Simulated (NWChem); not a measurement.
# silicon monosulfide (SiS, singlet); SMILES [Si]=S

Results from NWChem. Low-valent species are run as closed-shell singlets; no triplet was tried in these runs. Each level has its own optimisation; frequencies are unscaled.

For level Hartree-Fock/STO-3G:

* **r S–Si (Å)**: 1.862
* **highest harmonic frequency (cm⁻¹)**: 978
* **dipole (D)**: 1.76

Q: Estimate the same quantities for level PBE/def2-SVP.

A: The r S–Si (Å) is 1.962, the highest harmonic frequency (cm⁻¹) is 727 and the dipole (D) is 1.36.
